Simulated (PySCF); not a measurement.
HO2, doublet, at a GFN2-xTB geometry. Base run: CAMB3LYP/6-31G in PySCF.

PySCF was given this input:
```python
from pyscf import gto, scf, dft

mol = gto.Mole()
mol.atom = '''
    O     0.06734955    0.70545160   -0.04079075
    O     0.02832837   -0.59600105   -0.02035813
    H    -0.76542330   -0.87560443    0.48919096
'''
mol.basis = '6-31g'
mol.spin = 1
mol.verbose = 4
mol.build()

mf = dft.UKS(mol)
mf.xc = 'camb3lyp'
mf.kernel()
```

The base run was repeated with changes; each row names its change, and settings that it needs were set with it.

```tsv
change	ΔE vs base (mEh)	fitting functions	dipole (D)
base	0.000	-	2.57
auxbasis = cc-pvqz-jkfit	-0.021	263	2.57
auxbasis = def2-universal-jkfit	-0.034	172	2.57
auxbasis = def2-universal-jfit	0.218	109	2.57
auxbasis = even-tempered beta=1.6	-0.421	235	2.58
auxbasis = even-tempered beta=2.0	-0.615	163	2.58
auxbasis = default (with mf = mf.density_fit())	-0.067	163	2.57
auxbasis = autoaux	-0.540	173	2.58
auxbasis = even-tempered beta=3.0	-0.920	107	2.58
auxbasis = def2-svp-ri	-10.926	110	2.57
```

A fitting set is made for a task (jfit for Coulomb, jkfit for Coulomb and exchange, ri for correlation) and for a family of orbital bases.

Open shells are given as the SCF converged; they aren't shown to be the lowest states, and a large step between rows can be another state.
